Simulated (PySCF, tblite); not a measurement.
Species: C4H11F2NSi.
Geometry (GFN2-xTB, Å), atoms numbered from 1 in this order:
```
atom  x, y, z in Å
C1     3.512    0.019   -0.481
N2     2.175    0.210    0.027
Si3    0.783   -0.350   -0.795
C4    -0.657    0.194    0.352
F5    -0.577    1.559    0.609
C6    -2.012   -0.073   -0.286
C7    -3.177    0.019    0.683
F8    -1.974   -1.344   -0.835
H9     3.543   -0.916   -1.036
H10    4.225   -0.038    0.343
H11    3.822    0.825   -1.154
H12    2.105    1.042    0.597
H13    0.517    0.218   -2.127
H14    0.837   -1.808   -0.852
H15   -0.606   -0.289    1.333
H16   -2.150    0.614   -1.131
H17   -3.056   -0.715    1.478
H18   -3.205    1.015    1.116
H19   -4.115   -0.174    0.166
```

Method: PBE0/pcSseg-1 in PySCF (dipole) on a GFN2-xTB geometry, gas phase.

Take the most abundant isotopes and a rigid rotor. The values belong to one conformer with, in the numbering `[CH3:1][NH:2][SiH2:3][C@@H:4]([F:5])[C@H:6]([CH3:7])[F:8]`, C1–N2–Si3–C4 180°, N2–Si3–C4–F5 54°, Si3–C4–C6–C7 166°.

Problem. Give the principal moments of inertia and the rotational constants in GHz.

Solution. Ia = 145.77, Ib = 600.48, Ic = 710.34 u·Å²; 505379 MHz·u·Å²/I gives 3467, 841.6 and 711.5 MHz, that is A = 3.4669, B = 0.8416, C = 0.7115 GHz.

Problem. What kind of rotor is it?

Solution. A near-prolate asymmetric top; Ray's κ = -0.906.

Problem. Is it planar, by Δ = Ic − Ia − Ib?

Solution. Not planar: Δ = Ic − Ia − Ib = -35.91 u·Å². For a rigid frame Δ = −2 Σ m c², so Σ m c² = 17.95 u·Å² lies off the ab plane: 10.47 from hydrogen and 7.49 from heavier atoms. The atom farthest from that plane is 1.64 Å away.

Problem. Where do the levels up to J = 4 lie, in cm⁻¹?

Solution. Above 0(0,0):
J = 1: 1(0,1) 0.0518, 1(1,1) 0.1394, 1(1,0) 0.1437
J = 2: 2(0,2) 0.1553, 2(1,2) 0.2386, 2(1,1) 0.2517, 2(2,1) 0.5144, 2(2,0) 0.5145
J = 3: 3(0,3) 0.3100, 3(1,3) 0.3875, 3(1,2) 0.4135, 3(2,2) 0.6698, 3(2,1) 0.6706, 3(3,1) 1.1186, 3(3,0) 1.1186
J = 4: 4(0,4) 0.5157, 4(1,4) 0.5857, 4(1,3) 0.6291, 4(2,3) 0.8769, 4(2,2) 0.8792, 4(3,2) 1.3261, 4(3,1) 1.3262, 4(4,1) 1.9540, 4(4,0) 1.9540
Those of J = 1 are B + C, A + C and A + B.

Problem. Which lines would a microwave search look for?

Solution. The dipole components are |μa| = 0.53 D, |μb| = 0.86 D, |μc| = 0.14 D. The squared components, which scale the intensities, stand as 0.37 : 1.00 : 0.02 (a : b : c). Some lines, for components of 0.1 D or more:

| type | branch | J(Ka,Kc) | MHz | lower level (cm⁻¹) |
| --- | --- | --- | --- | --- |
| b | R | 3(0,3) ← 2(1,2) | 2141 | 0.239 |
| c | Q | 1(1,1) ← 1(0,1) | 2625 | 0.052 |
| b | Q | 2(1,1) ← 2(0,2) | 2890 | 0.155 |
| a | R | 3(2,2) ← 2(2,1) | 4659 | 0.514 |
| b | R | 2(1,2) ← 1(0,1) | 5601 | 0.052 |
| a | R | 4(1,4) ← 3(1,3) | 5943 | 0.387 |
| c | R | 2(1,1) ← 1(0,1) | 5992 | 0.052 |
| a | R | 4(0,4) ← 3(0,3) | 6166 | 0.310 |
| a | R | 4(3,2) ← 3(3,1) | 6221 | 1.119 |
| b | Q | 4(2,2) ← 4(1,3) | 7500 | 0.629 |
| b | Q | 3(2,1) ← 3(1,2) | 7707 | 0.414 |
| c | R | 3(1,2) ← 2(0,2) | 7742 | 0.155 |
| c | Q | 2(2,1) ← 2(1,1) | 7876 | 0.252 |
| b | Q | 2(2,1) ← 2(1,2) | 8266 | 0.239 |
| c | R | 2(2,0) ← 1(1,0) | 11117 | 0.144 |
| c | R | 2(2,1) ← 1(1,1) | 11242 | 0.139 |
| b | R | 3(2,2) ← 2(1,1) | 12535 | 0.252 |
| c | Q | 4(3,2) ← 4(2,2) | 13397 | 0.879 |
| c | Q | 3(3,1) ← 3(2,1) | 13431 | 0.671 |
| b | Q | 3(3,1) ← 3(2,2) | 13455 | 0.670 |
| b | R | 4(2,3) ← 3(1,2) | 13892 | 0.414 |
| b | R | 3(3,1) ← 2(2,0) | 18109 | 0.515 |
| b | Q | 4(4,0) ← 4(3,1) | 18824 | 1.326 |
| c | R | 4(3,1) ← 3(2,1) | 19654 | 0.671 |
| b | R | 4(3,1) ← 3(2,2) | 19677 | 0.670 |
| b | R | 4(4,0) ← 3(3,1) | 25046 | 1.119 |

Problem. Estimate the classical rotational partition function at 10 K, 50 K and 500 K.

Solution. Point group C1, symmetry number σ = 1; q = (√π/σ)·√((kT/h)³/(ABC)), k/h = 20836.6 MHz/K: 3700 at 10 K, 41400 at 50 K, 1310000 at 500 K.

Its GFN2-xTB frequencies are all real (lowest 37 cm⁻¹). These are rigid-rotor constants of the computed structure; measured ground-state constants (B0) also hold zero-point vibration. A rigid rotor knows nothing of inversion at nitrogen or internal rotation, which can split or shift real lines. Quadrupole hyperfine structure (14N) is left out.

On one thread of an Intel Xeon at 2.50 GHz, shared host with 64 logical CPUs at a one-minute load of 58, this took 2.7 min wall, 83 s CPU and 0.86 GiB of memory at its peak. This is the PBE0/pcSseg-1 job that gave the dipole, with the shieldings it also computed.
